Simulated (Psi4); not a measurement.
Complex: CO2 (SMILES O=C=O) (first 3 atoms) with GeH4 (SMILES [GeH4]); geometry from B3LYP-D3(BJ)/def2-TZVP, rigid monomers moved along the line of their centres of mass till O3···Ge4 is 6.30 Å.
(charge 0, multiplicity 1):
```
atom    x (Å)    y (Å)    z (Å)
----  -------  -------  -------
O      0.5054  -0.8313  -0.6391
C     -0.4526  -0.6292  -0.0187
O     -1.4123  -0.4275   0.6011
Ge     0.7991   1.1224   6.2963
H     -0.0106  -0.1483   6.5874
H      1.6640   0.8976   5.0445
H      1.7183   1.4341   7.4866
H     -0.1511   2.3021   6.0526
```

Computed with SAPT0/aug-cc-pVDZ in Psi4.

Question: Which attractive term is largest, and how does the interaction split up?

Answer: electrostatics -0.01, exchange 0.00, induction 0.00, dispersion -0.04, total -0.06 kcal/mol; the largest attraction is dispersion.
